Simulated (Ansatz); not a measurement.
Isolated molecules relaxed with PBE0-D4/def2-TZVP in Ansatz; ΔE leaves out vibrations. CBS: MP2 limit from def2 TZ/QZ plus the TZ coupled-cluster correction, frozen cores. Double bonds are as drawn, so ΔE can hold a change between cis and trans. DFT in def2-TZVPP. B3LYP here is the variant with VWN-RPA as its local correlation; programs differ in this. For Se outer-core shells are correlated without core-valence functions, which leaves a few kJ/mol of doubt a bond. Scalar relativity is left out up to krypton. One conformer a species, not always the lowest.

Reaction (redistribution): `C/N=C/[SeH]` + `O[SiH2][AlH2]` → `C/N=C\[Se][AlH2]` + `O[SiH3]`

`C/N=C/[SeH]`:

```xyz
9

C     0.447    0.863   -1.163
N     0.491    0.554    0.243
C    -0.191   -0.410    0.658
Se   -0.173   -0.867    2.504
H    -0.207    0.194   -1.740
H     0.103    1.893   -1.293
H     1.459    0.811   -1.574
H    -0.827   -1.045    0.026
H    -1.102   -1.992    2.339
```

`O[SiH2][AlH2]`:

Cartesian coordinates in Å:
```
O 0.618 0.611 1.644
Si -0.398 -0.209 0.619
Al 0.387 0.082 -1.693
H 0.415 0.574 2.580
H -0.459 -1.659 0.992
H -1.807 0.278 0.777
H -0.421 -0.629 -2.864
H 1.665 0.952 -2.056
```

`C/N=C\[Se][AlH2]`:

Z-matrix (Å, degrees):
```
C
N 1 1.433
H 1 1.092 2 108.7
H 1 1.094 2 108.7 3 -116.1
H 1 1.096 2 113.6 3 122.3
C 2 1.247 1 123.8 3 -136.0
Se 6 1.972 2 129.0 1 1.6
H 6 1.088 2 119.7 1 179.4
Al 7 2.310 6 97.3 2 -72.4
H 9 1.581 7 119.2 6 3.4
H 9 1.580 7 116.2 6 -176.6
```

`O[SiH3]`:

Cartesian coordinates in Å:
```
O 1.227 0.272 -0.252
Si -0.299 -0.126 0.226
H 1.343 0.612 -1.140
H -1.212 1.049 0.183
H -0.174 -0.616 1.617
H -0.885 -1.191 -0.634
```

| level | ΔE (eV) |
| --- | --- |
| B3LYP-D4 | -1.33 |
| r2SCAN | -1.36 |

Question: What does CCSD(T)/CBS give? (An estimate is asked.)

Answer: Computed: -1.40 eV. The listed levels differ from it by 0.07, 0.04 eV.

Largest T1 diagnostic among the species: 0.013.

In def2-TZVPP, CCSD(T) changes the Hartree–Fock value by −0.04 eV (the triples alone add −0.04 eV) and MP2 by −0.17 eV. The D4 term adds −0.08 eV with B3LYP and −0.04 eV with PBE0; it sums over pairs of atoms, weighted by their polarisabilities, and B3LYP, whose exchange is more repulsive, gets the larger term.
